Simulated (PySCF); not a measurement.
Si(Vi)(OH)(OEt)(NH2), SMILES [Si](O)(OCC)(N)C=C, GFN2-xTB optimised geometry.

```
19

C     -1.38    -1.34     2.63
C     -0.96    -1.96     1.54
Si    -0.27    -1.11     0.00
N     -0.84     0.52     0.00
O      1.37    -1.11     0.00
O     -0.72    -1.87    -1.36
C     -0.18    -3.03    -1.94
C     -0.58    -3.10    -3.41
H     -1.77    -1.87     3.49
H     -1.36    -0.27     2.71
H     -1.01    -3.05     1.52
H     -1.83     0.66     0.13
H     -0.52     1.11    -0.75
H      1.83    -0.62     0.68
H     -0.56    -3.91    -1.40
H      0.91    -3.01    -1.84
H     -1.66    -3.11    -3.50
H     -0.20    -2.23    -3.94
H     -0.18    -4.00    -3.86
```

Density from B3LYP/def2-SVP run with PySCF at that geometry.

Minimum of the electron density along straight lines between bonded atoms, close to the bond critical point (lines longer than 1.1 times the sum of covalent radii, or with two minima, are not listed):

| bond | length / Å | ρ at the minimum / e bohr⁻³ | ∇²ρ there / e bohr⁻⁵ | position (fraction from the first atom) |
|---|---|---|---|---|
| C1–C2 | 1.323 | 0.345 | -0.94 | 0.51 |
| C2–Si3 | 1.889 | ? | 0.34 | 0.62 |
| Si3–N4 | 1.725 | 0.125 | ? | 0.40 |
| Si3–O5 | 1.639 | 0.127 | 1.03 | 0.41 |
| Si3–O6 | 1.625 | 0.130 | 1.09 | 0.41 |
| O6–C7 | 1.405 | 0.252 | -0.32 | 0.66 |
| C7–C8 | 1.521 | 0.252 | ? | 0.51 |
| C1–H9 | 1.080 | 0.283 | -1.08 | 0.63 |
| C1–H10 | 1.077 | 0.285 | -1.11 | 0.64 |
| N4–H12 | 1.006 | 0.333 | -1.52 | 0.76 |
| N4–H13 | 1.008 | 0.331 | -1.51 | 0.76 |
| O5–H14 | 0.953 | 0.356 | -2.41 | 0.82 |
| C7–H15 | 1.097 | 0.281 | -1.05 | 0.63 |
| C7–H16 | 1.095 | 0.284 | -1.08 | 0.63 |
| C8–H17 | 1.087 | 0.278 | -1.03 | 0.63 |
| C8–H18 | 1.087 | 0.278 | -1.03 | 0.63 |
| C8–H19 | 1.087 | 0.277 | -1.01 | 0.62 |

Question: Fill in the missing entries.

Answer: 
- C2–Si3, ρ at the minimum / e bohr⁻³: 0.115
- Si3–N4, ∇²ρ there / e bohr⁻⁵: 0.74
- C7–C8, ∇²ρ there / e bohr⁻⁵: -0.60
